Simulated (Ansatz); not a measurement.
`C#CBO` → B• + 2 C• + 3 H• + O•  (atomization)

Calculated with Ansatz (gas phase, PBE0-D4/def2-TZVP geometries, no zero-point term in ΔE). CCSD(T)/CBS is the MP2 limit (def2-TZVPP, def2-QZVPP) plus CCSD(T) − MP2 in def2-TZVPP, frozen cores. This one scheme is used for every species, atoms too. DFT in def2-TZVPP. HSE06 is defined as in plane-wave codes. Open shells (•) are unrestricted, without spin–orbit coupling. Spin–orbit coupling would lower the free atoms: a little for B, C, O. Each species was taken in one conformer, which may not be the lowest.

`C#CBO`:

```xyz
7

C     1.617   -0.290   -0.779
C     0.641   -0.089   -0.098
B    -0.589    0.166    0.774
O    -1.826    0.248    0.238
H     2.483   -0.467   -1.374
H    -0.495    0.301    1.956
H    -1.832    0.131   -0.717
```

(1) What is ΔE at CCSD(T)/CBS? (An estimate is asked.)

(2) What do these levels give: LDA (SPW92), BLYP-D4, B2PLYP, r2SCANh, HSE06, CAM-B3LYP, LC-ωPBE, CCSD/def2-SVP, SCS-MP2/def2-TZVPP, CCSD/def2-TZVPP, SCS-MP2/def2-QZVPP, MP2/CBS(def2)? (Best estimate.)

Largest T1 diagnostic among the species: 0.015.

Answers

(1) Ansatz gave: +3081.5 kJ/mol.

(2) The calculation gave: LDA (SPW92) 3553.3, BLYP-D4 3111.5, B2PLYP 3078.7, r2SCANh 3075.4, HSE06 3099.4, CAM-B3LYP 3096.2, LC-ωPBE 3081.8, CCSD/def2-SVP 2913.1, SCS-MP2/def2-TZVPP 3065.6, CCSD/def2-TZVPP 2947.8, SCS-MP2/def2-QZVPP 3116.6, MP2/CBS(def2) 3182.9 kJ/mol.

The D4 term adds +14.7 kJ/mol with B3LYP and +7.6 kJ/mol with PBE0; it sums over pairs of atoms, weighted by their polarisabilities, and B3LYP, whose exchange is more repulsive, gets the larger term. From PBE to PBE0 (25 % exact exchange), in def2-TZVPP and without D4, ΔE moves by −80.3 kJ/mol: exact exchange takes away binding that semilocal exchange gives to molecules. In def2-TZVPP, CCSD(T) changes the Hartree–Fock value by +731.4 kJ/mol (the triples alone add +56.5 kJ/mol) and MP2 by +832.8 kJ/mol; breaking electron pairs costs correlation energy, which Hartree–Fock lacks.

B3LYP here is the variant with VWN-RPA as its local correlation; programs differ in this.

For atomizations the MP2-based limit and the directly extrapolated one differ by several kJ/mol either way, and by 10 to 25 for some Ge, Se and Sn compounds, so smaller differences from it don't rank the levels.
